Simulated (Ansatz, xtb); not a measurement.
## Relative energy of two structures of GeH2NS+

Structure I is `[NH2+]=[Ge]=[S]`, a singlet and structure II is a singlet given by its coordinates. Both are isolated ions in the gas phase, relaxed with PBE-D3(BJ)/def2-SVP.

I (Å):

```xyz
5

Ge   -3.0418    0.3010    2.0538
N    -3.4871   -1.0584    1.0423
S    -2.3690    1.7572    3.2248
H    -4.1066   -1.7943    1.4113
H    -3.4836   -0.9607    0.0167
```

II (Å):

```xyz
5

Ge   -2.8055    1.4058    1.6767
N    -3.5103   -0.0973    0.9342
S    -3.7085   -0.8271    2.5046
H    -3.8642   -0.5700    0.0881
H    -2.5515   -1.5775    2.5747
```

Close contacts (Å): Ge1–N2 1.82, Ge1–S3 2.55, N2–S3 1.74, N2–H4 1.03, S3–H5 1.38.

Quicker runs give these differences E(II) − E(I): GFN2-xTB −0.262 eV; HF/STO-3G −0.336 eV (at GFN2-xTB geometries); r2SCAN-D4/def2-SVP +0.046 eV (at GFN2-xTB geometries).

Q: Which of the two would you expect CCSD(T)/def2-TZVPP electronic energies to favour?

A: Structure I; the calculation gives E(II) − E(I) = +0.074 eV.

Level by level:

| level | geometry | E(II) − E(I) (eV) | departure from the last row (eV) | job, with rough time for the two |
| --- | --- | --- | --- | --- |
| GFN2-xTB | GFN2-xTB | −0.262 | −0.336 | optimisation, 0.47 s |
| HF/STO-3G | GFN2-xTB | −0.336 | −0.410 | single point, 2.2 s |
| r2SCAN-D4/def2-SVP | GFN2-xTB | +0.046 | −0.028 | single point, 8.7 s |
| PBE-D3(BJ)/def2-SVP | PBE-D3(BJ)/def2-SVP | −0.113 | −0.187 | optimisation, 62 s |
| HF/def2-TZVPP | PBE-D3(BJ)/def2-SVP | −0.045 | −0.119 | part of the CCSD(T) run |
| MP2/def2-TZVPP | PBE-D3(BJ)/def2-SVP | +0.194 | +0.120 | part of the CCSD(T) run |
| CCSD(T)/def2-TZVPP | PBE-D3(BJ)/def2-SVP | +0.074 |  | single point, 3.1 min |

GFN2-xTB, HF/STO-3G, PBE-D3(BJ)/def2-SVP, HF/def2-TZVPP put the two in the other order. The largest departure from CCSD(T)/def2-TZVPP is that of HF/STO-3G, 0.410 eV.

With harmonic frequencies from PBE-D3(BJ)/def2-SVP (ideal gas, rigid rotor, one conformer each, 298.15 K, 1 atm): the zero-point term adds −0.024 eV; ΔH is +0.024 and ΔG +0.054 eV.

The correlated steps freeze 15 core orbitals; the filled d shell of Ge is correlated, in a basis made for valence electrons. Mirror images aren't counted in ΔG. Run with Ansatz 0.2.0, xtb 6.7.1; the last row on 1 thread of AMD EPYC (Zen 3) on a shared host.
